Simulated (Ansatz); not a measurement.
`[F][GeH]([SH])[Cl]` + NH₃ → `[NH2][GeH]([F])[Cl]` + H₂S at 600 K and 1 bar (ligand exchange at a Ge–S bond).

Isolated molecules relaxed with PBE0-D4/def2-TZVP in Ansatz; ΔE leaves out vibrations. CCSD(T)/CBS adds triple-zeta CCSD(T) − MP2 to the extrapolated MP2 energy (def2 sets, frozen cores). This one scheme is used for every species. For Ge outer-core shells are correlated without core-valence functions, which leaves a few kJ/mol of doubt a bond. Scalar relativity is left out up to krypton. One conformer a species, not always the lowest.

| species | CCSD(T)/CBS energy (Eh) | H − E (kJ/mol) | S (J/(mol·K)) |
| --- | --- | --- | --- |
| `[F][GeH]([SH])[Cl]` | -3034.76350 | 105.4 | 412.0 |
| NH₃ | -56.50880 | 112.4 | 219.5 |
| `[NH2][GeH]([F])[Cl]` | -2692.28962 | 149.4 | 403.5 |
| H₂S | -398.97279 | 60.8 | 230.9 |

H − E and S are ideal-gas, rigid-rotor, harmonic terms from PBE0-D4/def2-TZVP, for one conformer and one mirror image of each species. 1 Eh = 2625.50 kJ/mol, R = 8.31446 J/(mol·K).

By hand: ΔE, ΔH, ΔS and ΔG.

ΔE = (-2692.28962) + (-398.97279) − (-3034.76350) − (-56.50880) = 0.00989 Eh = 26.0 kJ/mol. Δ(H − E) = 149.4 + 60.8 − 105.4 − 112.4 = -7.6, so ΔH = 18.4 kJ/mol. ΔS = 403.5 + 230.9 − 412.0 − 219.5 = 2.9 J/(mol·K). ΔG = 18.4 − 600 × (2.9)/1000 = 16.7 kJ/mol.

By hand: the equilibrium constant, and the temperature at which ΔG would vanish if ΔH and ΔS stayed fixed.

log₁₀ K = −ΔG/(RT ln 10) = -1.5. ΔG = 0 at ΔH/ΔS = 6345 K, far beyond where these terms or the molecules hold.

The number of gas molecules stays the same, so ΔS is small and ΔH decides. A doubt of 5 kJ/mol in ΔE shifts log₁₀ K by 0.4 here. Other conformers and mirror images would add mixing entropy, several J/(mol·K) or more a flexible species. These are equilibria of isolated gas molecules and say nothing of rates. Largest T1 diagnostic: 0.011 (customary marks: 0.02 for closed shells, 0.045 for open ones).
